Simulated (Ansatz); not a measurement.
The cluster TaSi₇⁺. The state is a triplet with charge 1. Geometry PBE-D4/def2-SVP, that of the neutral doublet; atoms count from 1.

```xyz
8

Ta    0.788   -2.589    0.253
Si   -0.060   -1.443    2.273
Si    0.323    1.437   -0.381
Si   -1.061    3.053   -1.208
Si    1.483   -0.036    1.102
Si   -0.793   -0.703    0.028
Si   -2.142    1.062   -0.796
Si    1.461   -0.782   -1.271
```

In the def2 sets Ta takes a core potential; there is no spin–orbit coupling. At PBE0-D4/def2-TZVP a singlet of charge 1 lies 0.12 eV below the triplet at the same geometry. The structure comes from a short search, and lower isomers may exist.

Estimate the Mulliken populations from the PBE0/def2-TZVP orbitals of Ansatz.


```json
{"atom": "Ta1", "charge (e)": "0.56", "spin (α − β)": "1.29", "d electrons": "3.37"}
{"atom": "Si2", "charge (e)": "-0.01", "spin (α − β)": "-0.06", "d electrons": "–"}
{"atom": "Si3", "charge (e)": "0.05", "spin (α − β)": "-0.03", "d electrons": "–"}
{"atom": "Si4", "charge (e)": "0.15", "spin (α − β)": "0.33", "d electrons": "–"}
{"atom": "Si5", "charge (e)": "0.09", "spin (α − β)": "0.16", "d electrons": "–"}
{"atom": "Si6", "charge (e)": "0.05", "spin (α − β)": "-0.08", "d electrons": "–"}
{"atom": "Si7", "charge (e)": "0.08", "spin (α − β)": "0.31", "d electrons": "–"}
{"atom": "Si8", "charge (e)": "0.02", "spin (α − β)": "0.09", "d electrons": "–"}
```
Mulliken values depend strongly on the basis.

Where does the spin sit?

Summed by element: Ta 1.29, Si 0.71, of 2 unpaired in all. Largest on single atoms: Ta1 1.29, Si4 0.33, Si7 0.31.

And the Mayer bond orders between heavy atoms (over 0.3)?

Ta1–Si2 1.34 (2.47 Å); Ta1–Si5 0.66 (2.78 Å); Ta1–Si6 1.04 (2.47 Å); Ta1–Si8 1.19 (2.46 Å); Si2–Si5 0.74 (2.39 Å); Si2–Si6 0.61 (2.47 Å); Si3–Si4 1.03 (2.28 Å); Si3–Si5 0.73 (2.39 Å); Si3–Si6 0.56 (2.45 Å); Si3–Si7 0.71 (2.53 Å); Si3–Si8 0.52 (2.65 Å); Si4–Si7 1.09 (2.30 Å); Si5–Si6 0.42 (2.60 Å); Si5–Si8 0.63 (2.49 Å); Si6–Si7 0.81 (2.37 Å); Si6–Si8 0.43 (2.60 Å).
